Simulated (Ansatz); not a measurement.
# Molecular dynamics, step by step

BH4ClO2, closed shell, PBE0-D4/def2-SVP (Ansatz 0.2.0). Settings (timestep in fs, temperature in K; T counts 18 degrees of freedom):

```yaml
hamiltonian: {xc: pbe0, dispersion: d4}
md: {n_steps: 30, timestep: 1.0, temperature: 300, ensemble: nve, seed: 126, initial_velocities: maxwell_boltzmann}
```

Start, the saddle point found with PBE0-D4 in triple zeta (not stationary at another level):

```json
{"atom": "B1", "x (Å)": "-0.0628", "y (Å)": "-0.1955", "z (Å)": "-0.1336"}
{"atom": "H2", "x (Å)": "1.2144", "y (Å)": "-0.6517", "z (Å)": "-0.1049"}
{"atom": "O3", "x (Å)": "-0.3484", "y (Å)": "0.6489", "z (Å)": "-1.1600"}
{"atom": "O4", "x (Å)": "-0.8357", "y (Å)": "-1.2391", "z (Å)": "0.2425"}
{"atom": "H5", "x (Å)": "1.1731", "y (Å)": "-0.0486", "z (Å)": "0.6362"}
{"atom": "Cl6", "x (Å)": "0.5035", "y (Å)": "1.0964", "z (Å)": "1.6104"}
{"atom": "H7", "x (Å)": "0.1207", "y (Å)": "1.4854", "z (Å)": "-1.1328"}
{"atom": "H8", "x (Å)": "-1.7648", "y (Å)": "-1.0959", "z (Å)": "0.0422"}
```

| step | time (fs) | potential energy less the start (meV) | kinetic energy (meV) | T (K) |
| --- | --- | --- | --- | --- |
| 0 | 0.00 | 0.0 | 232.7 | 300 |
| 2 | 2.00 | 92.7 | 152.0 | 196 |
| 4 | 4.00 | 62.6 | 173.0 | 223 |
| 6 | 6.00 | 136.4 | 107.8 | 139 |
| 8 | 8.00 | 27.4 | 207.3 | 267 |
| 10 | 10.00 | 65.9 | 179.5 | 231 |
| 12 | 12.00 | -92.3 | 326.4 | 421 |
| 14 | 14.00 | -141.5 | 384.1 | 495 |
| 16 | 16.00 | -333.5 | 572.4 | 738 |
| 18 | 18.00 | -505.3 | 743.1 | 958 |
| 20 | 20.00 | -688.4 | 925.1 | 1193 |
| 22 | 22.00 | -847.5 | 1086.7 | 1401 |
| 24 | 24.00 | -1007.8 | 1247.9 | 1609 |
| 26 | 26.00 | -1178.6 | 1412.9 | 1822 |
| 28 | 28.00 | -1272.8 | 1509.3 | 1946 |
| 30 | 30.00 | -1352.9 | 1591.0 | 2051 |

Step 6, positions (Å) and forces (eV/Å):

```csv
atom,x,y,z,Fx,Fy,Fz
B1,-0.064,-0.158,-0.098,-0.459,-0.759,0.041
H2,1.262,-0.671,-0.121,-0.323,0.204,0.368
O3,-0.356,0.627,-1.170,1.556,2.592,0.853
O4,-0.833,-1.231,0.235,1.099,0.040,0.406
H5,1.151,-0.117,0.656,0.600,-0.368,-0.459
Cl6,0.505,1.093,1.605,-0.369,0.054,-0.140
H7,0.107,1.518,-0.974,-1.239,-1.901,-0.818
H8,-1.730,-1.108,-0.044,-0.864,0.137,-0.250
```

Step 8, positions (Å) and forces (eV/Å):

```csv
atom,x,y,z,Fx,Fy,Fz
B1,-0.067,-0.150,-0.086,-0.701,-0.260,0.338
H2,1.251,-0.660,-0.099,0.083,-0.314,-0.160
O3,-0.355,0.625,-1.171,0.991,1.063,0.757
O4,-0.831,-1.227,0.233,0.561,-0.029,0.305
H5,1.185,-0.163,0.635,0.393,-0.148,-0.239
Cl6,0.505,1.092,1.604,-0.505,0.011,-0.287
H7,0.064,1.488,-0.962,-0.492,-0.370,-0.613
H8,-1.728,-1.107,-0.076,-0.329,0.047,-0.100
```

Step 28, positions (Å) and forces (eV/Å):

```tsv
atom	x	y	z	Fx	Fy	Fz
B1	-0.208	0.088	0.159	-1.260	-1.318	-0.998
H2	1.762	-1.376	-0.493	-0.143	-0.587	-0.587
O3	-0.281	0.615	-1.104	-0.223	-1.937	0.745
O4	-0.788	-1.190	0.257	0.138	1.689	0.423
H5	1.931	-0.878	0.024	0.402	0.528	0.590
Cl6	0.463	1.051	1.531	-0.342	-0.767	-0.583
H7	-0.267	1.537	-1.174	0.376	2.253	-0.082
H8	-1.515	-1.280	-0.400	1.051	0.139	0.491
```

Last step (30):

```tsv
atom	x (Å)	y (Å)	z (Å)
B1	-0.2397	0.1190	0.1882
H2	1.8397	-1.4975	-0.5740
O3	-0.2720	0.6111	-1.0902
O4	-0.7776	-1.1742	0.2666
H5	2.0639	-0.9526	-0.0357
Cl6	0.4546	1.0408	1.5171
H7	-0.2503	1.6028	-1.1821
H8	-1.4284	-1.3080	-0.4294
```

Hardware: 2 CPU threads of an Arm Neoverse V1, shared host. Wall time about 45 s.
